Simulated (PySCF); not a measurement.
C₃H₃N₂, doublet, at a GFN2-xTB geometry, atoms displaced at random by about 0.08 Å a coordinate; PBE/STO-3G, gradient (PySCF).

The PySCF input:
```python
from pyscf import gto, scf, dft

mol = gto.M(
    atom='''
C    -0.981327   -0.503554    0.403982
C    -0.863967    0.823669   -0.400856
N     0.470173    0.802300   -0.469978
C     1.078358   -0.016662    0.053162
N     0.154593   -0.956634    0.646947
H    -1.846981   -0.924000    0.624279
H    -1.407218    1.469379   -0.639325
H     2.121078   -0.311508   -0.002485
''',
    basis='sto-3g',
    charge=0,
    spin=1,
    verbose=4,
)

mf = dft.UKS(mol)
mf.xc = 'pbe'
mf.grids.level = 1
mf.kernel()
g = mf.nuc_grad_method()
g.grid_response = True
grad = g.kernel()
```

**Question.** Predict the main parts of the log of this PySCF run.

**Answer.** 
```
PySCF version 2.14.0

[INPUT] verbose = 4
[INPUT] num. atoms = 8
[INPUT] num. electrons = 35
[INPUT] charge = 0
[INPUT] spin (= nelec alpha-beta = 2S) = 1
[INPUT] symmetry False subgroup None
[INPUT] Mole.unit = angstrom
[INPUT] Symbol           X                Y                Z      unit          X                Y                Z       unit  Magmom
[INPUT]  1 C     -0.981327000000  -0.503554000000   0.403982000000 AA   -1.854439268641  -0.951579148929   0.763415339254 Bohr   0.0
[INPUT]  2 C     -0.863967000000   0.823669000000  -0.400856000000 AA   -1.632661010662   1.556508827294  -0.757508055389 Bohr   0.0
[INPUT]  3 N      0.470173000000   0.802300000000  -0.469978000000 AA    0.888498201165   1.516127269739  -0.888129704571 Bohr   0.0
[INPUT]  4 C      1.078358000000  -0.016662000000   0.053162000000 AA    2.037801284234  -0.031486616688   0.100461620234 Bohr   0.0
[INPUT]  5 N      0.154593000000  -0.956634000000   0.646947000000 AA    0.292138430775  -1.807776261447   1.222552647109 Bohr   0.0
[INPUT]  6 H     -1.846981000000  -0.924000000000   0.624279000000 AA   -3.490288247275  -1.746106939098   1.179716335317 Bohr   0.0
[INPUT]  7 H     -1.407218000000   1.469379000000  -0.639325000000 AA   -2.659256617558   2.776723883187  -1.208149154588 Bohr   0.0
[INPUT]  8 H      2.121078000000  -0.311508000000  -0.002485000000 AA    4.008256508840  -0.588664805611  -0.004695969420 Bohr   0.0

nuclear repulsion = 158.189532564466
number of shells = 18
number of NR pGTOs = 84
number of NR cGTOs = 28
basis = sto-3g
ecp = {}

******** <class 'pyscf.dft.uks.UKS'> ********
method = UKS
initial guess = minao
damping factor = 0
level_shift factor = 0
DIIS = <class 'pyscf.scf.diis.CDIIS'>
diis_start_cycle = 1
diis_space = 8
diis_damp = 0
SCF conv_tol = 1e-09
SCF conv_tol_grad = None
SCF max_cycles = 50
direct_scf = True
direct_scf_tol = 1e-13
number electrons alpha = 18  beta = 17
XC library pyscf.dft.libxc version 7.1.2
    S. Lehtola, C. Steigemann, M. J. T. Oliveira, and M. A. L. Marques,  SoftwareX 7, 1–5 (2018)
XC functionals = pbe
    J. P. Perdew, K. Burke, and M. Ernzerhof,  Phys. Rev. Lett. 77, 3865 (1996)
    J. P. Perdew, K. Burke, and M. Ernzerhof,  Phys. Rev. Lett. 78, 1396 (1997)
    J. P. Perdew, K. Burke, and M. Ernzerhof,  Phys. Rev. Lett. 77, 3865 (1996)
    J. P. Perdew, K. Burke, and M. Ernzerhof,  Phys. Rev. Lett. 78, 1396 (1997)
radial grids:
    Treutler-Ahlrichs [JCP 102, 346 (1995); DOI:10.1063/1.469408] (M4) radial grids

becke partition: Becke, JCP 88, 2547 (1988); DOI:10.1063/1.454033
pruning grids: <function nwchem_prune>
grids dens level: 1
symmetrized grids: False
atomic radii adjust function: <function treutler_atomic_radii_adjust>
small_rho_cutoff = 0
Set gradient conv threshold to 3.16228e-05
tot grids = 33200
init E= -223.673670367859

cycle= 1 E= -222.143031398741  delta_E= 1.53  |g|= 0.345  |ddm|= 3.14
cycle= 2 E= -221.590396605872  delta_E= 0.553  |g|= 1.01  |ddm|= 1.98
cycle= 3 E= -222.148146043119  delta_E= -0.558  |g|= 0.354  |ddm|= 1.34
cycle= 4 E= -222.180968676932  delta_E= -0.0328  |g|= 0.254  |ddm|= 0.788
cycle= 5 E= -222.222696746827  delta_E= -0.0417  |g|= 0.0968  |ddm|= 1.08
cycle= 6 E= -222.22895983105  delta_E= -0.00626  |g|= 0.0405  |ddm|= 0.438
cycle= 7 E= -222.227775243161  delta_E= 0.00118  |g|= 0.0577  |ddm|= 0.308
cycle= 8 E= -222.230123653103  delta_E= -0.00235  |g|= 0.0156  |ddm|= 0.137
cycle= 9 E= -222.230259109359  delta_E= -0.000135  |g|= 0.00789  |ddm|= 0.0214
cycle= 10 E= -222.230299267138  delta_E= -4.02e-05  |g|= 0.00293  |ddm|= 0.0148
cycle= 11 E= -222.230305585621  delta_E= -6.32e-06  |g|= 0.000426  |ddm|= 0.00738
cycle= 12 E= -222.230305719498  delta_E= -1.34e-07  |g|= 5.79e-05  |ddm|= 0.00104
cycle= 13 E= -222.230305721998  delta_E= -2.5e-09  |g|= 1.2e-05  |ddm|= 0.000151
cycle= 14 E= -222.230305722097  delta_E= -9.88e-11  |g|= 1.97e-06  |ddm|= 2.85e-05
Extra cycle  E= -222.230305722024  delta_E= 7.34e-11  |g|= 1.02e-05  |ddm|= 3.12e-05
converged SCF energy = -222.230305722024  <S^2> = 0.75584307  2S+1 = 2.0058346

******** <class 'pyscf.grad.uks.Gradients'> for <class 'pyscf.dft.uks.UKS'> ********
unit = Eh/Bohr
grid_response = True
--------------- UKS gradients ---------------
         x                y                z
0 C     0.0637130975    -0.1451177836     0.0817442554
1 C    -0.1591437830     0.3087416119    -0.1340066570
2 N     0.1093742474    -0.3346033027     0.2175313502
3 C    -0.1973556652     0.2540685776    -0.1644850494
4 N    -0.1126694727     0.1056693696    -0.0641841783
5 H     0.1060133283     0.0576282595    -0.0318530773
6 H     0.2074424006    -0.2461293423     0.0915962608
7 H    -0.0173741529    -0.0002573901     0.0036570956
----------------------------------------------
```
